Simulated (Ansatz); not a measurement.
```xyz
3

N     0.0000    0.0000   -0.3148
O     0.0000    1.0929    0.1377
O     0.0000   -1.0929    0.1377
```

Basis set: 6-31G* (spherical functions). Left uncorrelated: 3 orbitals. Charge 0, multiplicity 2.

Computed with Ansatz (development build ahead of 0.2.0); each method stands on the lowest determinant of its kind that the runs found.

(1) Give the atomization energy at this shape (free ground-state atoms in the same class of orbitals less the molecule, no zero-point energy) of doublet NO2 by UHF-MP2, UHF.

## Answers

(1)

```tsv
method	atomization energy
UHF-MP2	9.17 eV
UHF	2.10 eV
```
